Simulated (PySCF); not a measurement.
A side-by-side comparison of computed properties.

First species: C₅H₅FO₂.
SMILES: `O=CC1=C(F)OCC1`

Second species: C9H9OP.
Z-matrix (Å and degrees, GFN2-xTB geometry), rows numbered from 1:
```
C 
O   1  1.4168
C   2  1.3189  1  115.98
C   3  1.3214  2  145.66  1  -179.01
C   4  1.4266  3  148.25  2     2.55
C   5  1.3974  4  120.12  3    -0.32
C   6  1.3805  5  119.88  4   179.80
C   7  1.3868  6  120.36  5     0.17
C   8  1.3861  7  119.97  6    -0.10
C   9  1.3806  8  120.11  7    -0.10
P   3  1.8334  2  144.53  1     8.76
H   1  1.0882  2  106.39  3  -171.21
H   1  1.0937  2  110.86  3   -51.70
H   1  1.0943  2  110.59  3    69.63
H   6  1.0799  5  119.20  4    -0.24
H   7  1.0805  6  119.75  5  -179.91
H   8  1.0799  7  119.97  6   179.89
H   9  1.0802  8  120.06  7   179.88
H  10  1.0811  5  118.84  4     0.10
H  11  1.4230  3   97.89  4    94.58
```

Levels: PBE0/pcSseg-1 for dipole moment, HOMO energy, LUMO energy and HOMO–LUMO gap; GFN2-xTB for rotational constant A and rotational constant C. Geometries: GFN2-xTB. All species are isolated and taken at one optimised geometry, non-relativistic unless stated. Electronic properties by PySCF.

The conformers computed, where there is a choice (atom-mapped SMILES and torsion angles):
- `[O:1]=[CH:2][C:3]1=[C:4]([F:5])[O:6][CH2:7][CH2:8]1`: O1–C2–C3–C4 179°
- `[CH3:1][O:2][C:3]1=[C:4]([c:5]2[cH:6][cH:7][cH:8][cH:9][cH:10]2)[PH:11]1`: C1–O2–C3–C4 -179°, C3–C4–C5–C6 0°

Values for the first species:

* Dipole moment: 3.41 D
* HOMO energy: -7.10 eV
* LUMO energy: -1.24 eV
* HOMO–LUMO gap: 5.86 eV
* Rotational constant A: 3.270 GHz
* Rotational constant C: 1.179 GHz

Q: Estimate the same properties for the second species, and the change in each.

A: 
| property | first | second | second less first |
| --- | --- | --- | --- |
| dipole moment | 3.41 D | 1.78 D | -1.63 D |
| HOMO energy | -7.10 eV | -5.85 eV | +1.25 eV |
| LUMO energy | -1.24 eV | -0.93 eV | +0.31 eV |
| HOMO–LUMO gap | 5.86 eV | 4.92 eV | -0.94 eV |
| rotational constant A | 3.270 GHz | 2.215 GHz | -1.055 GHz |
| rotational constant C | 1.179 GHz | 0.426 GHz | -0.753 GHz |

On the first: In atomic units the dipole is 1.34 e·bohr (1 au = 2.5417 D). A dipole of 3.41 D is allowed in Cs, and pure rotational transitions are dipole-allowed.

On the second: The dipole equals about 6.0 × 10⁻³⁰ C·m (1 D = 3.33564 × 10⁻³⁰ C·m).
